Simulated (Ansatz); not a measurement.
Cartesian coordinates (Å):
SMILES: FBF
```xyz
4

F     -0.7423    -1.0629     0.0093
B      0.0420    -0.0041    -0.0006
F     -0.5228     1.1864     0.0078
H      1.2231    -0.1194    -0.0165
```
Charge 0, multiplicity 1.

The numbers are results of frozen-core CCSD(T)/cc-pVQZ // B3LYP-D3(BJ)/def2-TZVP (Ansatz, an electronic-structure program), not measurements.

The HF energy is -224.37206 Ha and the MP2 correlation energy comes out as -0.65425 Ha.

Estimate the CCSD correlation energy, the (T) correction, the total energy and the T1 diagnostic.


```yaml
CCSD correlation energy: -0.65672 Ha
"(T) correction": -0.02041 Ha
CCSD(T) total energy: -225.04920 Ha
T1 diagnostic: 0.013
```
